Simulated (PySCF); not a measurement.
Delta-SCF ions had no search for a lower state. Excitations are Tamm–Dancoff values on a coarser integration grid. The basis has no diffuse functions, so Rydberg states are missing or too high.

**azulene-1,3 wire `CSc1cc(SC)c2cccccc1-2` (charge 0, multiplicity 1)**

Computed with PBE0-D3(BJ)/def2-SVP // PBE-D3(BJ)/def2-SVP (PySCF).

```json
{
  "HOMO": "-4.82 eV",
  "dipole_moment": "1.58 D",
  "LUMO": "-2.08 eV",
  "HOMO–LUMO gap": "2.74 eV",
  "S1 excitation (TDA)": "1.72 eV",
  "S1 oscillator strength": "0.011",
  "brightest of the four lowest singlets (TDA)": "3.88 eV",
  "T1 excitation (TDA)": "1.31 eV",
  "S1–T1 gap (TDA)": "0.42 eV",
  "vertical ionisation energy (Delta-SCF)": "6.24 eV",
  "total_energy": "-1259.4620 Ha",
  "cost": "around 19 core-minutes (rough)"
}
```

```xyz
26

C      2.7712    -2.7735     0.2655
S      2.8263    -1.0623    -0.3361
C      1.1606    -0.5472    -0.0902
C      0.0680    -1.3162     0.3848
C     -1.1008    -0.5136     0.4199
S     -2.7168    -0.9716     0.9482
C     -2.5196    -2.7554     1.2198
C     -0.7678     0.7930    -0.0403
C     -1.6490     1.8657    -0.1677
C     -1.3959     3.1809    -0.6086
C     -0.1761     3.7401    -1.0274
C      1.0982     3.1559    -1.1294
C      1.4784     1.8304    -0.8344
C      0.7008     0.7736    -0.3636
H      3.8004    -3.1654     0.1593
H      2.4764    -2.8189     1.3329
H      2.0861    -3.3964    -0.3436
H      0.1189    -2.3702     0.6807
H     -3.5170    -3.1287     1.5194
H     -2.2030    -3.2732     0.2926
H     -1.7998    -2.9657     2.0359
H     -2.6949     1.6507     0.1152
H     -2.2661     3.8558    -0.6255
H     -0.2273     4.8019    -1.3237
H      1.9035     3.8161    -1.4883
H      2.5452     1.5937    -0.9958
```
